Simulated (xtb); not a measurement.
C4H2F2O2, SMILES C1(=C(F)OCC1=O)F. All values are semi-empirical tight-binding results from xtb (GFN2-xTB unless named), good for trends rather than for accurate numbers. Geometry: GFN2-xTB. This is a generated structure with no PubChem entry under its InChIKey; it may be hypothetical. Other conformers were not sampled.

Optimised geometry:

Bonds (Å): O1–C2 1.201, C2–C3 1.532, C2–C7 1.460, C3–O4 1.423, C3–H9 1.093, C3–H10 1.093, O4–C5 1.332, C5–F6 1.313, C5–C7 1.351, C7–F8 1.334. Angles (°): O1–C2–C3 126.5, O1–C2–C7 130.9, C3–C2–C7 102.6, C2–C3–O4 107.0, C2–C3–H9 111.4, C2–C3–H10 111.4, O4–C3–H9 109.1, O4–C3–H10 109.1, H9–C3–H10 108.7, C3–O4–C5 107.3, O4–C5–F6 115.3, O4–C5–C7 115.3, F6–C5–C7 129.4, C2–C7–C5 107.9, C2–C7–F8 125.8, C5–C7–F8 126.3.
Charge 0, spin multiplicity 1.

```yaml
point_group_as_xtb_finds_it: Cs
orbital_gap: 3.40 eV
dipole_moment: 3.51 D
zero_point_energy: 35.1 kcal/mol
G − E(el) at 298.15 K (modified RRHO): 15.7 kcal/mol
static polarisability (D4 model): 53.9 bohr³
solvation energy, GFN2-xTB/ALPB(water): -3.6 kcal/mol
solvation energy, GFN2-xTB/ALPB(methanol): -5.6 kcal/mol
```

Computed IR lines (harmonic; lines under 4 % of the strongest left out, lines within 3 cm⁻¹ merged):
ν (cm⁻¹): 659 (w), 726 (w), 997 (w), 1051 (w), 1097 (m), 1199 (m), 1263 (m), 1341 (m), 1399 (w), 1673 (vs), 1809 (s) (against the strongest line: vs over 80 %, s over 45 %, m over 15 %, w over 4 %, vw less)

Computed atomic charges and the Wiberg bond orders between heavy atoms:
charges (e) O1 -0.32, C2 0.21, C3 0.02, O4 -0.21, C5 0.30, F6 -0.14, C7 0.09, F8 -0.17, H9 0.11, H10 0.11. Bond orders O1–C2 1.80, C2–C3 0.96, C3–O4 0.95, O4–C5 1.13, C5–F6 1.02, C2–C7 1.08, C5–C7 1.53, C7–F8 0.99.
